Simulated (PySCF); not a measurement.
A structure optimised at PBE0-D3(BJ)/def2-SVP (Å):
```
O 
C   1  1.2014
O   2  1.3397  1  123.03
C   2  1.4992  1  124.98  3   178.34
B   4  1.5686  2  112.62  1   -96.90
F   5  1.3160  4  121.94  2   -23.91
F   5  1.3176  4  120.92  2   157.03
H   3  0.9702  2  106.62  1     1.91
H   4  1.0980  2  109.54  1    25.42
H   4  1.1037  2  110.01  1   144.55
```
Z-matrix in Å and degrees, rows numbered from 1.

Charge 0, singlet.

(1) Which heavy atoms are bonded, and with what formal order?

(2) Give the structure as a SMILES string.

(3) What is the point group of this geometry?

(4) Classify the heavy atoms.

(5) What is the arrangement about C2?

(6) What is the arrangement about O3?

## Answers

(1) O1–C2 (double); C2–O3 (single); C2–C4 (single); C4–B5 (single); B5–F6 (single); B5–F7 (single). Hydrogens: H8 on O3; H9, H10 on C4.

(2) `O=C(O)CB(F)F`, C2H3BF2O2. Among its features: carboxylic acid and three-coordinate boron.

(3) C1 (no symmetry element, even within 0.4 Å).

(4) O1: acid carbonyl oxygen; C2: carboxylic acid carbon; O3: acid hydroxyl oxygen; C4: sp3 carbon bound to boron; B5: three-coordinate boron; F6/F7: boron-bound fluorine.

(5) It has 3 neighbours (O1, O3, C4) and is planar (angles 125.0°, 123.0° and 112.0°, sum 360.0°, 0.01 Å off the plane of its three neighbours).

(6) It has 2 neighbours (C2, H8) and is bent (angle 106.6°).

These are computed values.
